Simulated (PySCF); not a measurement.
Species: C6H6NO2 (doublet state).
Structure used (GFN2-xTB), in Å, numbered top down from 1:
```xyz
15
C6H6NO2 angstrom
C     -0.0941    1.7461   -1.4682
C     -0.1175    0.7918   -0.5722
C     -0.4523    0.4235    0.8276
C     -1.8507    0.1923    1.2239
O     -2.3076    0.4512    2.3045
C      0.2127   -0.5552   -0.1586
N      1.5966   -0.9429    0.0676
C      2.0589   -2.1648   -0.0552
O      1.5721   -3.2210   -0.3449
H     -0.4968    2.7240   -1.2632
H      0.3215    1.5815   -2.4487
H      0.1654    0.8389    1.6176
H     -2.4707   -0.2574    0.4234
H     -0.3667   -1.4027   -0.5055
H      2.2248   -0.1974    0.3299
```

The hyperfine couplings belong to this conformer and change with its torsions.

The species is `C=C1[C@@H](C=O)[C@@H]1N[C]=O` [radical].

Computed with PySCF 2.14.0, UKS B3LYP, pcH-1 on C H N O, non-relativistic, mean-field spin-orbit, GIAO. Geometry: GFN2-xTB, one conformer, isolated molecule. Couplings are sensitive to structure, and on GFN2-xTB geometries they can be far from those on DFT ones. The SCF solution wasn't tested for stability.

Problem. What is the g tensor, term by term?

Solution. 
| Δg (ppm) | 1 | 2 | 3 |
| --- | --- | --- | --- |
| relativistic mass correction | -235 | -235 | -235 |
| gauge correction | 47 | 19 | -144 |
| orbital Zeeman/spin–orbit | -3241 | -165 | 2318 |
| total | -3429 | -382 | 1938 |

So g = 1.99889, 2.00194, 2.00426 and g_iso = 2.00169; the tensor is rhombic: the two nearest values differ by 43 % of g3 − g1. 

Problem. What are the electron Larmor frequencies g μB B/h along the three axes at 330 mT?

Solution. 9.2324, 9.2465, 9.2572 GHz for g1, g2 and g3, a range of 24.8 MHz.

Problem. At 9.548 GHz, how far is the centre of the isotropic spectrum from where a free electron (g = 2.002319) resonates?

Solution. B = hν/(g μB) with μB/h = 13.99624 MHz/mT gives 340.70 mT for the free electron and 340.80 mT at g_iso, 0.11 mT higher.

Problem. In a frozen sample, at which fields do the three g values resonate at 9.5, 34, 94 and 263 GHz (hyperfine left aside), and which band first spreads them over more than twice a line width of 1.0 mT?

Solution. 
```json
{"band": "X", "GHz": "9.5", "B(g3) mT": "338.66", "B(g2) mT": "339.05", "B(g1) mT": "339.57", "spread mT": "0.91"}
{"band": "Q", "GHz": "34.0", "B(g3) mT": "1212.03", "B(g2) mT": "1213.44", "B(g1) mT": "1215.29", "spread mT": "3.25"}
{"band": "W", "GHz": "94.0", "B(g3) mT": "3350.91", "B(g2) mT": "3354.79", "B(g1) mT": "3359.91", "spread mT": "9.00"}
{"band": "J", "GHz": "263.0", "B(g3) mT": "9375.42", "B(g2) mT": "9386.28", "B(g1) mT": "9400.59", "spread mT": "25.17"}
```

The spread grows in proportion to the frequency. Q band is the first where it exceeds 2.0 mT.

The Mulliken spin populations are largest on C8 (+0.66), O9 (+0.27) and C6 (+0.07).

The HOMO–LUMO gaps are 4.34 eV among the α and 5.14 eV among the β orbitals.
